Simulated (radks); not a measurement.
Task: All-electron atom: the zirconium ion Zr+ in [Kr] 4d2 5s1. Method: Dirac Kohn-Sham, PBE, spin-unpolarised, spherical densities, point nucleus; open shells are shared between the two j in proportion to 2j + 1; computed with a radial shooting solver on a logarithmic mesh with Libxc functionals. Some entries of the table are withheld. Estimate them.

| orbital | occ. | eigenvalue (eV) | <1/r> (bohr^-1) |
|---|---|---|---|
| 1s1/2 | 2 | -17824.00 | 41.26 |
| 2s1/2 | 2 | -2474.979 | 9.341 |
| 2p1/2 | 2 | (1) | (2) |
| 2p3/2 | 4 | (3) | (4) |
| 3s1/2 | 2 | -411.2275 | 3.161 |
| 3p1/2 | 2 | -333.4755 | 3.055 |
| 3p3/2 | 4 | -319.8071 | 2.959 |
| 3d3/2 | 4 | -182.7673 | 2.755 |
| 3d5/2 | 6 | -180.2706 | 2.730 |
| 4s1/2 | 2 | -61.1542 | (5) |
| 4p1/2 | 2 | -40.3368 | 0.9960 |
| 4p3/2 | 4 | -38.5637 | 0.9696 |
| 4d3/2 | 0.8 | -10.0670 | 0.6307 |
| 5s1/2 | 1 | -9.9434 | 0.3738 |
| 4d5/2 | 1.2 | -9.9258 | 0.6245 |

Result: 
(1) 2p1/2 eigenvalue (eV): -2266.102
(2) 2p1/2 <1/r> (bohr^-1): 9.315
(3) 2p3/2 eigenvalue (eV): -2180.243
(4) 2p3/2 <1/r> (bohr^-1): 8.912
(5) 4s1/2 <1/r> (bohr^-1): 1.119
